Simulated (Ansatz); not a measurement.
Mulliken charges of CH2F2S2Si (`FC1(F)S[SiH2]S1`) from ωB97M-V/def2-TZVPP in Ansatz (PBE0-D4/def2-TZVP geometry).

| atom | x (Å) | y (Å) | z (Å) | charge (e) |
| --- | --- | --- | --- | --- |
| F1 | 2.060 | -0.378 | 1.051 | -0.149 |
| C2 | 0.759 | -0.611 | 0.817 | 0.319 |
| F3 | 0.417 | -1.617 | 1.637 | -0.149 |
| S4 | 0.482 | -1.071 | -0.934 | -0.128 |
| Si5 | -0.791 | 0.641 | -0.891 | 0.241 |
| S6 | -0.245 | 0.881 | 1.157 | -0.128 |
| H7 | -0.364 | 1.749 | -1.777 | -0.004 |
| H8 | -2.225 | 0.348 | -1.116 | -0.004 |

By hand: the dipole of these point charges (1 e Å = 4.8032 D).

Σ q r = (-0.338, 0.273, -0.372) e Å, of length 0.572 e Å = 2.75 D.

How does the dipole of the full density compare? (Estimate.)

Ansatz gave: (-0.307, 0.248, -0.338) e Å, 2.50 D; the point charges give 1.10 times that, at 0° from its direction.

Point charges leave out the atoms' own dipoles, such as those of lone pairs, and Mulliken's split depends on the basis, so the close match here is no proof of good charges.
